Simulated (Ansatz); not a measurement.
Ag₃H₃⁺. The state is a doublet with charge 1. Geometry B3LYP-D4/def2-TZVP.

Cartesian coordinates in Å:
```
Ag -0.8425 -0.8074 0.2701
Ag 0.8748 -0.1867 -1.8051
Ag 0.3864 1.3954 1.4008
H 0.8969 0.8594 -0.2874
H -0.4199 -1.4011 -1.3510
H -0.8958 0.1404 1.7727
```

In the def2 sets Ag takes a core potential; there is no spin–orbit coupling. No other spin state of charge 1 was run. Another isomer (doublet) lies 1.07 eV lower at PBE0-D4/def2-TZVP; other spin states weren't run for this one.

Task: Estimate the α-spin orbital energies around the gap (eV) in Ansatz with LDA (SPW92)/def2-TZVP, PBE-D4/def2-TZVP, r2SCAN-D4/def2-TZVP, PBE0-D4/def2-TZVP, CAM-B3LYP-D4/def2-TZVP.

Result: 
| orbital | LDA (SPW92)/def2-TZVP | PBE-D4/def2-TZVP | r2SCAN-D4/def2-TZVP | PBE0-D4/def2-TZVP | CAM-B3LYP-D4/def2-TZVP |
| --- | --- | --- | --- | --- | --- |
| HOMO−9 | -13.70 | -13.38 | -13.61 | -15.14 | -16.60 |
| HOMO−8 | -13.61 | -13.29 | -13.51 | -15.04 | -16.52 |
| HOMO−7 | -13.60 | -13.29 | -13.49 | -14.96 | -16.41 |
| HOMO−6 | -13.31 | -12.99 | -13.18 | -14.69 | -16.14 |
| HOMO−5 | -13.20 | -12.91 | -13.14 | -14.64 | -16.09 |
| HOMO−4 | -13.18 | -12.89 | -13.12 | -14.61 | -16.07 |
| HOMO−3 | -13.15 | -12.83 | -13.02 | -14.49 | -15.94 |
| HOMO−2 | -12.88 | -12.56 | -12.73 | -13.97 | -15.43 |
| HOMO−1 | -11.77 | -11.48 | -11.61 | -12.55 | -13.90 |
| HOMO | -10.49 | -10.24 | -10.37 | -11.24 | -12.57 |
| LUMO | -8.19 | -7.84 | -7.52 | -6.79 | -5.91 |
| LUMO+1 | -7.76 | -7.42 | -7.07 | -6.39 | -5.54 |
| LUMO+2 | -6.41 | -6.11 | -5.78 | -5.32 | -4.58 |
| LUMO+3 | -5.72 | -5.44 | -5.03 | -4.54 | -3.74 |
| LUMO+4 | -4.56 | -4.32 | -3.87 | -3.50 | -2.83 |
| LUMO+5 | -3.76 | -3.52 | -3.13 | -2.73 | -2.06 |
| β HOMO | -11.61 | -11.29 | -11.35 | -12.10 | -13.28 |
| β LUMO | -10.11 | -9.77 | -9.62 | -9.00 | -8.18 |
